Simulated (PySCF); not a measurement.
A GIAO shielding run with PySCF (density fitting, non-relativistic, gas phase) on SMILES C(C=C)CN[SiH3], C4H11NSi:

```
$ OMP_NUM_THREADS=1 python probes_run.py task.json out

{"job": {"kind": "nmr", "xc": "PBE0", "basis": "pcSseg-1"}, "charge": 0, "multiplicity": 1}
C      2.004818    -0.118136    -1.201270
C      1.837471    -0.143901     0.107917
C      0.735847    -0.872636     0.805748
C     -0.268884     0.121494     1.417533
N     -0.945763     0.925230     0.432732
Si    -2.289656     0.357450    -0.476503
H      2.799869     0.439837    -1.666601
H      1.355178    -0.665458    -1.864645
H      2.500347     0.420234     0.753076
H      1.148358    -1.489489     1.607699
H      0.204528    -1.516558     0.103051
H     -1.027634    -0.432165     1.974250
H      0.257010     0.781611     2.117874
H     -0.293700     1.529571    -0.047086
H     -2.030736    -0.746796    -1.418116
H     -3.259621    -0.110139     0.514183
H     -2.734430     1.531882    -1.221367
```

Hardware: 1 thread of an Arm Neoverse V1, shared host. The job also computes population analyses, field gradients.

(1) How large is the calculation?

(2) How long does it take, and how much memory does it need?

Answers

(1) 56 electrons, 164 basis functions and 867 auxiliary functions.

(2) 30 s of wall time, with 13 SCF cycles and 4 response iterations; peak memory 0.75 GiB. Times on a shared host scatter by some tens of per cent.
